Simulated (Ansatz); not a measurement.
Program: Ansatz. Geometries: PBE0-D4/def2-TZVP. ΔE: electronic, gas phase. CCSD(T)/CBS is the MP2 limit (def2-TZVPP, def2-QZVPP) plus CCSD(T) − MP2 in def2-TZVPP, frozen cores. DFT in def2-TZVPP. For Ga, Se outer-core shells are correlated without core-valence functions, which leaves a few kJ/mol of doubt a bond. Scalar relativity is left out up to krypton. One conformer a species, not always the lowest.

Reaction (substitution at a C–Ga bond): `[CH3][GaH][Se]C` + `OBCCl` → `COBCCl` + `C[Se][GaH2]`

```tsv
level	ΔE (kcal/mol)
r2SCAN	23.2
MP2/def2-TZVPP	25.4
```

Q: What does CCSD(T)/CBS give? (Best estimate.)

A: Computed: +24.2 kcal/mol. The listed levels differ from it by -1.0, 1.2 kcal/mol.

Largest T1 diagnostic among the species: 0.012.

In def2-TZVPP, CCSD(T) changes the Hartree–Fock value by +5.1 kcal/mol (the triples alone add +0.4 kcal/mol) and MP2 by +7.3 kcal/mol. The D4 term adds +1.0 kcal/mol with B3LYP and +0.5 kcal/mol with PBE0; it sums over pairs of atoms, weighted by their polarisabilities, and B3LYP, whose exchange is more repulsive, gets the larger term.

B3LYP here is the variant with VWN-RPA as its local correlation; programs differ in this.
